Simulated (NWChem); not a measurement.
Species: C2H6Si, singlet; SMILES C[Si]C

```xyz
9

Si     0.0000     0.0000     0.7544
C     -1.4385    -0.0079    -0.4975
H     -2.4042    -0.2990    -0.0576
H     -1.2503    -0.6050    -1.4062
H     -1.5419     1.0448    -0.8324
C      1.4385     0.0079    -0.4975
H      1.2503     0.6050    -1.4062
H      1.5419    -1.0448    -0.8324
H      2.4042     0.2990    -0.0576
```
Atoms are numbered in this order, from 1.

Computed with NWChem. Pople sets run with spherical d functions. Low-valent species are run as closed-shell singlets; no triplet was tried in these runs. Structure relaxed at the PBE0/def2-SVP level. Ions are spin-unrestricted doublets at the neutral geometry; other ion states weren't tried. Functional: LC-ωPBE (HJS hole) with 6-31G*; rows give the range parameter ω in 1/bohr.

| range parameter (1/bohr) | vertical ionisation energy, ΔSCF (eV) | −ε(HOMO) (eV) | ΔSCF minus −ε(HOMO) (eV) |
|---|---|---|---|
| 0.05 | 7.90 | 5.48 | 2.42 |
| 0.15 | 7.95 | 6.78 | 1.17 |
| 0.20 | 7.99 | 7.27 | 0.72 |
| 0.35 | 8.09 | 8.21 | -0.12 |
| 0.80 | 8.18 | 8.99 | -0.81 |
